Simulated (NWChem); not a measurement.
Species: HSO3 anion

```xyz
5

O      1.4054     0.1468     0.2623
S      0.0309     0.1829    -0.3945
O     -0.9073     1.1331     0.3118
O     -0.5689    -1.4373     0.1141
H      0.0711    -1.6660     0.8064
```
Atoms are numbered in this order, from 1.

Results from NWChem. Sets without diffuse functions describe the anion's extra electron poorly. Geometry: optimised at B3LYP/def2-SVPD.

Q: What does the run give for B3LYP/cc-pVTZ? Quantities: highest occupied level (eV); orbital gap (eV).

A: 
```yaml
highest occupied level (eV): -0.93
orbital gap (eV): 6.79
```
